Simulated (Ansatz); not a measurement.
Ansatz (a program for electronic structure) input (B3LYP-D3(BJ)/def2-TZVP):

Ansatz 0.2 input:
```yaml
crystal:
  periodic: [false, false, false]
  atoms:
    - {symbol: Cu, position_ang: [-0.00000000, -0.00000000, -0.05029224]}
    - {symbol: H, position_ang: [0.00000000, 0.00000000, 1.45847494]}
basis:
  gaussian:
    orbitals: def2-TZVP
hamiltonian:
  xc: b3lyp
  dispersion: d3bj
total_charge: 1
magnetization: {spin_polarized: true, initial_magnetization: 1}
phonons: {temperatures: {t_min: 298.15, t_max: 298.15, t_step: 100}}
```

Output:

```
Functional definition: B3LYP
integrals: 0.01 GiB planned
539 factors; integrals over basis functions are off by at most 4.6e-4 eV
mean field: 0.17 GiB planned
mean field evaluation 1: about -44615.5434 eV, gradient 1.5e2 eV
mean field evaluation 2: about -43844.8837 eV, gradient 4.3e2 eV
mean field evaluation 4: about -44639.6455 eV, gradient 6.8e1 eV
mean field evaluation 8: about -44648.1834 eV, gradient 2.8e-1 eV
mean field evaluation 16: about -44648.1947 eV, gradient 1.9e-4 eV
mean field -44648.19468242 eV, -1640.7908909457 hartree, gradient 1.1e-5 eV, S^2 0.755375; 0 other end points of the search recorded, 0 dependent functions left out
the calculation of the forces begins
reference -44648.19484922 eV, -1640.7908970752 hartree; 15, 14 occupied and 36, 37 virtual orbitals, 539 factors
these checks for a lower state are left out or cut short: stability, starts, cluster_reference, orbital_swaps, neighbouring_geometries, increment
integrals: 0.01 GiB planned
539 factors; integrals over basis functions are off by at most 4.6e-4 eV
mean field: 0.17 GiB planned
mean field -44648.19468242 eV, -1640.7908909455 hartree, gradient 3.8e-7 eV, S^2 0.755375; 0 other end points of the search recorded, 0 dependent functions left out
the calculation of the forces begins
reference -44648.19484921 eV, -1640.7908970750 hartree; 15, 14 occupied and 36, 37 virtual orbitals, 539 factors
these checks for a lower state are left out or cut short: stability, starts, cluster_reference, orbital_swaps, neighbouring_geometries, increment
integrals: 0.01 GiB planned
539 factors; integrals over basis functions are off by at most 4.6e-4 eV
mean field: 0.17 GiB planned
mean field evaluation 32: about -44648.1947 eV, gradient 1.3e-6 eV
mean field -44648.19468242 eV, -1640.7908909455 hartree, gradient 3.8e-7 eV, S^2 0.755375; 0 other end points of the search recorded, 0 dependent functions left out
the calculation of the forces begins
reference -44648.19484921 eV, -1640.7908970750 hartree; 15, 14 occupied and 36, 37 virtual orbitals, 539 factors
these checks for a lower state are left out or cut short: stability, starts, cluster_reference, orbital_swaps, neighbouring_geometries, increment
integrals: 0.01 GiB planned
539 factors; integrals over basis functions are off by at most 4.6e-4 eV
mean field: 0.17 GiB planned
mean field -44648.19468242 eV, -1640.7908909455 hartree, gradient 3.8e-7 eV, S^2 0.755375; 0 other end points of the search recorded, 0 dependent functions left out
the calculation of the forces begins
reference -44648.19484921 eV, -1640.7908970750 hartree; 15, 14 occupied and 36, 37 virtual orbitals, 539 factors
these checks for a lower state are left out or cut short: stability, starts, cluster_reference, orbital_swaps, neighbouring_geometries, increment
integrals: 0.01 GiB planned
539 factors; integrals over basis functions are off by at most 4.6e-4 eV
mean field: 0.17 GiB planned
mean field -44648.19468242 eV, -1640.7908909455 hartree, gradient 3.8e-7 eV, S^2 0.755375; 0 other end points of the search recorded, 0 dependent functions left out
the calculation of the forces begins
reference -44648.19484921 eV, -1640.7908970750 hartree; 15, 14 occupied and 36, 37 virtual orbitals, 539 factors
these checks for a lower state are left out or cut short: stability, starts, cluster_reference, orbital_swaps, neighbouring_geometries, increment
integrals: 0.01 GiB planned
539 factors; integrals over basis functions are off by at most 4.6e-4 eV
mean field: 0.17 GiB planned
mean field -44648.19465904 eV, -1640.7908900866 hartree, gradient 1.5e-6 eV, S^2 0.755308; 0 other end points of the search recorded, 0 dependent functions left out
the calculation of the forces begins
reference -44648.19482575 eV, -1640.7908962128 hartree; 15, 14 occupied and 36, 37 virtual orbitals, 539 factors
these checks for a lower state are left out or cut short: stability, starts, cluster_reference, orbital_swaps, neighbouring_geometries, increment
integrals: 0.01 GiB planned
539 factors; integrals over basis functions are off by at most 4.6e-4 eV
mean field: 0.17 GiB planned
mean field -44648.19464524 eV, -1640.7908895794 hartree, gradient 1.8e-6 eV, S^2 0.755442; 0 other end points of the search recorded, 0 dependent functions left out
the calculation of the forces begins
reference -44648.19481212 eV, -1640.7908957120 hartree; 15, 14 occupied and 36, 37 virtual orbitals, 539 factors
these checks for a lower state are left out or cut short: stability, starts, cluster_reference, orbital_swaps, neighbouring_geometries, increment
integrals: 0.01 GiB planned
539 factors; integrals over basis functions are off by at most 4.6e-4 eV
mean field: 0.17 GiB planned
mean field evaluation 64: about -44648.1947 eV, gradient 7.8e-5 eV
mean field -44648.19468242 eV, -1640.7908909455 hartree, gradient 3.8e-7 eV, S^2 0.755375; 0 other end points of the search recorded, 0 dependent functions left out
the calculation of the forces begins
reference -44648.19484921 eV, -1640.7908970750 hartree; 15, 14 occupied and 36, 37 virtual orbitals, 539 factors
these checks for a lower state are left out or cut short: stability, starts, cluster_reference, orbital_swaps, neighbouring_geometries, increment
integrals: 0.01 GiB planned
539 factors; integrals over basis functions are off by at most 4.6e-4 eV
mean field: 0.17 GiB planned
mean field -44648.19468242 eV, -1640.7908909455 hartree, gradient 3.8e-7 eV, S^2 0.755375; 0 other end points of the search recorded, 0 dependent functions left out
the calculation of the forces begins
reference -44648.19484921 eV, -1640.7908970750 hartree; 15, 14 occupied and 36, 37 virtual orbitals, 539 factors
these checks for a lower state are left out or cut short: stability, starts, cluster_reference, orbital_swaps, neighbouring_geometries, increment
integrals: 0.01 GiB planned
539 factors; integrals over basis functions are off by at most 4.6e-4 eV
mean field: 0.17 GiB planned
mean field -44648.19468242 eV, -1640.7908909455 hartree, gradient 3.8e-7 eV, S^2 0.755375; 0 other end points of the search recorded, 0 dependent functions left out
the calculation of the forces begins
reference -44648.19484921 eV, -1640.7908970750 hartree; 15, 14 occupied and 36, 37 virtual orbitals, 539 factors
these checks for a lower state are left out or cut short: stability, starts, cluster_reference, orbital_swaps, neighbouring_geometries, increment
integrals: 0.01 GiB planned
539 factors; integrals over basis functions are off by at most 4.6e-4 eV
mean field: 0.17 GiB planned
mean field -44648.19468242 eV, -1640.7908909455 hartree, gradient 3.8e-7 eV, S^2 0.755375; 0 other end points of the search recorded, 0 dependent functions left out
the calculation of the forces begins
reference -44648.19484921 eV, -1640.7908970750 hartree; 15, 14 occupied and 36, 37 virtual orbitals, 539 factors
these checks for a lower state are left out or cut short: stability, starts, cluster_reference, orbital_swaps, neighbouring_geometries, increment
integrals: 0.01 GiB planned
539 factors; integrals over basis functions are off by at most 4.6e-4 eV
mean field: 0.17 GiB planned
mean field evaluation 96: about -44648.1946 eV, gradient 1.8e-6 eV
mean field -44648.19464524 eV, -1640.7908895794 hartree, gradient 1.8e-6 eV, S^2 0.755442; 0 other end points of the search recorded, 0 dependent functions left out
the calculation of the forces begins
reference -44648.19481212 eV, -1640.7908957120 hartree; 15, 14 occupied and 36, 37 virtual orbitals, 539 factors
these checks for a lower state are left out or cut short: stability, starts, cluster_reference, orbital_swaps, neighbouring_geometries, increment
integrals: 0.01 GiB planned
539 factors; integrals over basis functions are off by at most 4.6e-4 eV
mean field: 0.17 GiB planned
mean field -44648.19465904 eV, -1640.7908900866 hartree, gradient 1.5e-6 eV, S^2 0.755308; 0 other end points of the search recorded, 0 dependent functions left out
the calculation of the forces begins
reference -44648.19482575 eV, -1640.7908962128 hartree; 15, 14 occupied and 36, 37 virtual orbitals, 539 factors
Total energy: -44648.21198160 eV, -1640.7915266789 hartree
Atom 0 at    -0.000000    -0.000000    -0.050292 Å, force     0.000000     0.000000     0.000973 eV/Å
Atom 1 at     0.000000     0.000000     1.458475 Å, force     0.000000    -0.000000    -0.000973 eV/Å
Dipole moment:    -0.000000     0.000000    -0.151309 e Å
Vibrations: 1629.61 cm⁻¹, zero-point energy 0.101023 eV
```

The spin state was set by rule; other spins were not relaxed.
